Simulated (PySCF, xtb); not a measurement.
C3H5NSi2, SMILES C#CC1=N[SiH2][SiH2]1.

Harmonic wavenumbers (cm⁻¹) from GFN2-xTB (xtb) at its own minimum, in rising order: 103, 120, 222, 302, 376, 381, 402, 404, 427, 513, 528, 547, 557, 626, 664, 670, 772, 784, 838, 1108, 1550, 2199, 2207, 2217, 2238, 2244, 3382.

Question: What does PBE-D3(BJ)/def2-SVP run with PySCF give at its own minimum? (Estimate from the structure and the level; the computed values follow.)

Answer: 86, 136, 203, 337, 379, 402, 436, 455, 547, 582, 621, 629, 642, 671, 686, 730, 791, 885, 909, 1081, 1508, 2126, 2130, 2150, 2158, 2170, 3401. Paired by order, the mean absolute difference is 53 cm⁻¹ and the zero-point energies are 37.7 and 38.4 kcal/mol.
